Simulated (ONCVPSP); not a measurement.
**What one change does to a pseudopotential (aluminium, ONCV)**

ONCVPSP 4.0.1 input, shortened (lines: element, Z, core and valence counts, functional; n l f; lmax; l rc ep ncon nbas qcut; lloc lpopt rc5 dvloc0; l nproj debl; icmod fcfact rcfact), PBE, scalar-relativistic:

```
  Al 13.00    1    4        4      upf
    1    0    2.00
    2    0    2.00
    2    1    6.00
    3    0    2.00
    3    1    1.00
    2
    0    1.15    0.00    4    8    7.80
    1    1.00    0.00    4    7   13.00
    2    1.20    0.44    4    8    8.90
    4    5    0.90    0.00
    0    3    2.50
    1    2    0.60
    2    2    0.40
    0    0.00    0.00
```

All-electron outer shells of the reference configuration (PBE, scalar-relativistic, ld1.x):

```
shell  level (eV)  outermost node (bohr)  outermost maximum (bohr)
   1s    -1511.14                      –                      0.08
   2s     -108.17                   0.16                      0.50
   2p      -69.64                      –                      0.43
   3s       -7.75                   0.80                      2.09
   3p       -2.71                   0.82                      2.64
```

Change: p: rc 0.84; local potential polynomial inside 0.84 bohr (lpopt 5, dvloc0 0 Ha).

Cutoffs: the cutoffs (Ha) at which the residual kinetic energy of the hardest occupied pseudo-wave falls to 1 and 0.1 mHa per electron; they do not see the model core or the augmentation charge, which bear on the density cutoff. Errors are all-electron minus pseudo energies relative to the spin-unpolarised reference configuration.

Q: How do hardness, ghosts and transferability respond?

A: The potential gets harder (72 Ha and 81 Ha → 89 Ha and 203 Ha); of the 3 tests that both files solve, the error grows in 0 and shrinks in 1 by more than 15 % and 0.3 meV (median size 0.5 → 0.5 meV); neither file shows a bound ghost. A smaller radius makes the pseudo-wave follow the all-electron one further in, where it bends more sharply, so more plane waves are needed.

```tsv
quantity	base	changed
cutoff, loose	72 Ha	89 Ha
cutoff, tight	81 Ha	203 Ha
loose cutoff by channel	s 25 Ha, p 72 Ha	s 25 Ha, p 89 Ha
bound ghosts	none	none
GHOST(+) flags under 300 eV	none	none
tests with a reliable result	3 of 4	3 of 4
error for 2s2 2p6 3s2 3p0, meV [ΔE 5.76 eV]	+0.3	+0.3
error for 2s2 2p6 3s1 3p0, meV [ΔE 24.99 eV]	-0.5	-0.5
error for 2s2 2p5 3s2 3p1, meV [ΔE 82.81 eV]	+356	+217
s: phases at 1.17 bohr within 0.05 rad from the reference energy up to (Ha; the scan ends near 5)	to the end of the scan	to the end of the scan
d: phases at 1.22 bohr within 0.05 rad from the reference energy up to (Ha; the scan ends near 5)	to the end of the scan	to the end of the scan
```
